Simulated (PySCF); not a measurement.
# From computed data to an observable: oscillator strength and radiative lifetime

Al(AsH2)(H)2 (AlAsH4), SMILES [AsH2][AlH2].

Coordinates come from a PBE0-D3(BJ)/def2-TZVP optimisation.

TDA-PBE0/def2-SVPD (PySCF) puts the first singlet state with f over 0.02 at 6.07 eV (vertical), with the transition dipole (-0.778, 0.479, 0.000) in atomic units.

Task: Find the oscillator strength, the wavelength and the radiative lifetime that this transition would have in vacuum if emission retraced absorption.

Result: 
|μ|² = 0.8347 au, so |μ| = 2.32 D. ΔE = 6.07/27.211 = 0.2231 hartree. f = (2/3) ΔE |μ|² = 0.124 (the program prints 0.124).
λ = 1239.84/6.07 = 204 nm; ν = 48958 cm⁻¹.
Einstein's coefficient A = 0.6670 ν² f s⁻¹ (ν in cm⁻¹) = 2.0e8 s⁻¹, so τ = 1/A = 5.0 ns. This state is S5; the lower singlets have f = 0.017, 0.000, 0.001, 0.002. The figure is the radiative limit of this one transition; relaxation, internal conversion, crossing to triplets and a medium change what is measured.
